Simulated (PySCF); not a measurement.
# Calculated NMR data

[PySCF 2.14.0 with density-fitted response routines: coordinates at the GFN2-xTB level; NMR shieldings at PBE0/pcSseg-1/GIAO; no relativistic terms; one averaged value for each set of equivalent atoms; a single conformation; gas phase]

Scale: 1H, 13C against TMS (reference shieldings calculated alike). Splittings of carbon signals by F and P are missing where no couplings were computed. Where no couplings were computed, multiplicities follow the n + 1 count of equivalent neighbours, and m marks all less simple cases (inequivalent or close neighbours, rings, F or P nearby). Shifts are as computed. Against solution values, carbons near 30 ppm lie about +3 ppm off and those near 130 ppm about +5 ppm. Of 1211 compounds with measured shifts, 218 miss one by over three times the rms of a fit or turn the order of signals round; such compounds aren't used in these exercises. OH and NH positions are gas-phase values without hydrogen bonding to other molecules.

Compound 1 (C2H8F3NSi2). 1H NMR (600 MHz, computed): δ 5.28 (m, 1H), 3.94 (m, 1H), 3.90 (m, 1H), 0.45 (m, 3H), 0.34 (br s, 2H). 13C{1H} NMR (computed): δ 141.2 (C), -10.7 (CH3). Structure: `C[SiH2][Si@H](N)C(F)(F)F`.

Compound 2 (C6H6P2Si). 1H NMR (600 MHz, computed): δ 9.60 (m, 2H), 4.85 (s, 1H), 4.67 (s, 3H). 13C{1H} NMR (computed): δ 194.4 (C), 169.6 (CH), 139.3 (C), 113.1 (CH), 90.8 (C). Structure: `InChI=1S/C6H6P2Si/c1-2-6-7-3-5(9)4-8-6/h1,3-4H,9H3`.
